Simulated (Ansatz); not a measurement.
Harmonic frequencies (cm⁻¹) at PBE0-D4/def2-TZVP from Ansatz: 108, 178, 252, 377, 413, 482, 544, 562, 626, 687, 726, 765, 870, 929, 938, 1094, 1205, 1375, 2233, 2261, 2428, 2461, 3084, 3165.

Each molecule was computed in one conformer, which needn't be the lowest.

(1) Which molecule is it?
A. `C=C=CN=C`
B. `C[SiH]1BP1`
C. `C[NH][Ga]([SH])[Cl]`
D. `PB1C[SiH2]1`

Answers

(1) D.
